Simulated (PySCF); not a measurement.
Stepwise substitution at one centre (Si OH-NH2). All species are isolated molecules in the gas phase. One relaxed conformer stands for each flexible species; it need not be the lowest. Strings in code marks are SMILES.

The HOMO from two functionals at the same geometries (B3LYP-D3(BJ)/def2-TZVP), both in PySCF: PBE-D3(BJ)/def2-TZVP and B3LYP-D3(BJ)/def2-TZVP. B3LYP has the VWN-RPA correlation part, as in Gaussian. 

```
species                                     PBE-D3(BJ)/def2-TZVP (eV)
------------------------------------------  -------------------------
0 of 4 OH replaced by NH2                                       -7.31
1 of 4 OH replaced by NH2 (`O[Si](O)(O)N`)                      -6.02
3 of 4 OH replaced by NH2 (`N[Si](N)(N)O`)                      -5.58
4 of 4 OH replaced by NH2                                       -5.20
```

What does B3LYP-D3(BJ)/def2-TZVP give for each?


- 0 of 4 OH replaced by NH2: -8.81
- 1 of 4 OH replaced by NH2 (`O[Si](O)(O)N`): -7.30
- 3 of 4 OH replaced by NH2 (`N[Si](N)(N)O`): -6.82
- 4 of 4 OH replaced by NH2: -6.42
Over these rows, drawn at random from the members with no instability flagged (it was tested for open shells, ions and some series alone), PBE minus B3LYP-D3(BJ): mean +1.31 eV, from +1.22 eV to +1.50 eV.
